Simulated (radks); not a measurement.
The potassium anion K-, [Ar] 4s2, held by a Watson sphere: a shell of charge +1 at radius R that stands for the Madelung well of a crystal (potential energy -1/R inside, -1/r outside, in hartree with lengths in bohr). Calculated with a radial shooting solver on a logarithmic mesh with Libxc functionals: scalar-relativistic Kohn-Sham, LB94 model potential, spin-polarised, spherical densities, point nucleus. Response by self-consistent Sternheimer equations with the Hartree and adiabatic LDA kernel, the relativistic mass of each level held fixed and spin-orbit coupling left out. The sphere does not respond.

| R (bohr) | e(3s) (eV) | e(3p) (eV) | e(4s) (eV) | <r> 4s (bohr) | sum of <r^2> (bohr^2) | X-ray form factor at sin(theta)/lambda = 0.1 1/angstrom | alpha (bohr^3) |
|---|---|---|---|---|---|---|---|
| 3.53 | -40.405 | -24.157 | -5.855 | 4.241 | 60.95 | 17.054 | 180.4 |
| 3.92 | -39.999 | -23.748 | -5.644 | 4.359 | 63.29 | 17.016 | 201.2 |
| 4.03 | -39.904 | -23.652 | -5.583 | 4.392 | 63.96 | 17.006 | 207.5 |
| 4.86 | -39.355 | -23.097 | -5.137 | 4.628 | 69.02 | 16.945 | 259.6 |
| 5.26 | -39.157 | -22.898 | -4.936 | 4.729 | 71.35 | 16.924 | 286.8 |
| 5.29 | -39.143 | -22.884 | -4.921 | 4.736 | 71.52 | 16.922 | 288.9 |
